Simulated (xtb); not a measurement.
xtb input (GFN1-xTB):

```bash
xtb mol.xyz --gfn 1 --opt tight --chrg 0 --uhf 0
```
mol.xyz:
```
5

F     -1.60322675    -1.30108809    -1.00970444
Ge    -1.00695234    -0.00749072    -0.05200072
F     -1.63756528     1.43365324    -0.73870675
F     -1.74079226    -0.16962316     1.49115378
I      1.45390063     0.01081557     0.07508188
```

End of the output:

```
     5  53 I    1.606 --     2 Ge   1.400
 ---------------------------------------------------------------------------

Topologies differ in total number of bonds
Writing topology from bond orders to xtbtopo.mol

 dipole moment from electron density (au)
     X       Y       Z
   0.9576   0.0071   0.0495  total (Debye):    2.437

           -------------------------------------------------
          |                Geometry Summary                 |
           -------------------------------------------------

      molecular mass/u    :      256.5272315
   center of mass at/Å    :        0.0561154       0.0004174       0.0028979
  moments of inertia/u·Å² :        0.1371582E+03   0.5623036E+03   0.5623036E+03
rotational constants/cm⁻¹ :        0.1229065E+00   0.2997959E-01   0.2997959E-01

 * 4 selected distances

     #   Z          #   Z                                           value/Å
     1   9 F        2  32 Ge                                      1.6757235 (min)
     2  32 Ge       3   9 F                                       1.6757235
     2  32 Ge       4   9 F                                       1.6757235
     2  32 Ge       5  53 I                                       2.4598829 (max)

 * 2 distinct bonds (by element types)

   Z      Z             #   av. dist./Å        max./Å        min./Å
   9 F   32 Ge          3     1.6757235     1.6757235     1.6757235
  32 Ge  53 I           1     2.4598829     2.4598829     2.4598829

optimized geometry written to: xtbopt.xyz

           -------------------------------------------------
          | TOTAL ENERGY              -21.178734074277 Eh   |
          | GRADIENT NORM               0.000002074018 Eh/α |
          | HOMO-LUMO GAP               5.920619981225 eV   |
           -------------------------------------------------

------------------------------------------------------------------------
------------------------------------------------------------------------
 total:
 SCF:
 ANC optimizer:
```
